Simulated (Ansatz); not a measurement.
**Ligand exchange: BH(CH3)(SH) + Cd(SH)2 → BH(SH)2 + Cd(CH3)(SH)**

Species: BH(CH3)(SH), singlet; Cd(SH)2, singlet; BH(SH)2, singlet; Cd(CH3)(SH), singlet. The partners trade CH3 for SH: B–CH3 and Cd–SH bonds give way to B–SH and Cd–CH3.

Shapes, held fixed at every level: PBE0-D4/def2-TZVP. Flexible molecules stand in one conformer, not always the lowest. Programs: Ansatz 0.2.0. Electronic energies: no zero-point or thermal term.

Question: Estimate ΔE of this reaction.

Answer: The highest level, CCSD(T)/def2-TZVPP, gives ΔE = +31.3 kJ/mol; the levels span +27.1 to +65.0. The column of differences is taken from that level and isn't an error. No measured value is set beside it here. For atoms past krypton def2 sets carry core potentials with scalar relativity. Outer-core shells of Cd are correlated, in sets that cover them unevenly.

```csv
level,kind,ΔE (kJ/mol),less CCSD(T)/def2-TZVPP
HF/def2-SVP,Hartree–Fock,+65.0,+33.7
SPW92/def2-TZVPP,LDA,+27.1,-4.2
B3LYP-D4/def2-TZVPP,global hybrid,+37.5,+6.2
PBE0-D4/def2-TZVPP,global hybrid,+37.3,+6.0
r2SCAN0-D4/def2-TZVPP,global hybrid,+40.7,+9.4
wB97X-V/def2-TZVPP,range-separated hybrid,+40.1,+8.8
CCSD(T)/def2-SVP,coupled cluster or CI,+35.2,+3.9
CCSD(T)/def2-TZVPP,coupled cluster or CI,+31.3,0.0
```
